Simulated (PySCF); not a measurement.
A geometry optimisation on `C[C@@H]1C[CH2][Ge@H]1[AsH2]`.

Method: PBE0-D3(BJ)/def2-SVP geometry optimisation, gas phase (PySCF 2.14.0). Start geometry: GFN2-xTB. A driver script takes a list of jobs; this job's settings line and coordinates (Å) are shown.

Input:
```
{"job": {"xc": "PBE0", "basis": "def2-SVP", "d3": "d3bj", "grid": 1, "kind": "geom"}, "charge": 0, "multiplicity": 1}
C     -0.115114     2.111782     0.246124
C     -0.176005     0.698073    -0.290874
C     -1.514559    -0.028193    -0.098991
C     -1.070218    -1.489020     0.045449
Ge     0.740170    -0.854600     0.632729
As     2.794815    -1.913750    -0.106955
H     -0.839524     2.748274    -0.263487
H     -0.338050     2.123592     1.312059
H      0.876851     2.536590     0.098866
H      0.088883     0.698359    -1.352760
H     -1.970252     0.308063     0.833409
H     -2.228701     0.142231    -0.907393
H     -1.021882    -1.980011    -0.927306
H     -1.706189    -2.087876     0.693161
H      0.716353    -0.623577     2.155455
H      2.312905    -1.811127    -1.525242
H      3.443519    -0.566781    -0.255230
```

Output:
```
step   0  E = -4470.54863402  max force = 0.018422
step   1  E = -4470.55239887  max force = 0.004564
step   2  E = -4470.55255869  max force = 0.000641
step   3  E = -4470.55258425  max force = 0.000465
step   4  E = -4470.55263575  max force = 0.001498
step   5  E = -4470.55264938  max force = 0.002103
step   6  E = -4470.55268086  max force = 0.001899
step   7  E = -4470.55272537  max force = 0.000640
step   8  E = -4470.55273541  max force = 0.000650
step   9  E = -4470.55273673  max force = 0.000676
step  10  E = -4470.55273965  max force = 0.000553
step  11  E = -4470.55274089  max force = 0.000212
optimisation converged
```

Energies in Eh; «max force» is the largest Cartesian gradient component in Eh/bohr.

Give the first gradient maximum in eV/Å.

With 1 Eh/bohr = 51.422 eV/Å, 0.947 eV/Å.

How much energy does the optimisation release, in eV?

E(step 0) − E(last step) = 0.004107 Eh, which is 0.112 eV.

Summary of the converged run: final energy -4470.55274 Eh after 11 steps; dipole 1.01 D.

Where do the atoms end?

0.130 Å rms from the input after alignment:
```
atom  x, y, z in Å
C1    -0.2313    1.9886    0.3950
C2    -0.3411    0.5730   -0.1242
C3    -1.6418   -0.2103    0.1827
C4    -1.1559   -1.6759    0.2372
Ge5    0.6466   -0.9709    0.6553
As6    2.5828   -1.9839   -0.3926
H7    -0.9963    2.6446   -0.0559
H8    -0.3687    2.0284    1.4877
H9     0.7522    2.4285    0.1679
H10   -0.1464    0.5429   -1.2106
H11   -2.0124    0.0916    1.1777
H12   -2.4629   -0.0205   -0.5317
H13   -1.1578   -2.1507   -0.7563
H14   -1.6747   -2.3377    0.9436
H15    0.9139   -0.8299    2.1733
H16    2.1275   -1.5354   -1.7783
H17    3.4231   -0.7246   -0.1967
```

How long does this job take on one thread of an Arm Neoverse V1 (shared host)? And the peak memory of the process?

About 2.5 min, with 0.74 GiB resident at the peak, the Python interpreter and its libraries included.
Labels such as C1 count atoms from 1, the log's own numbers from 0.
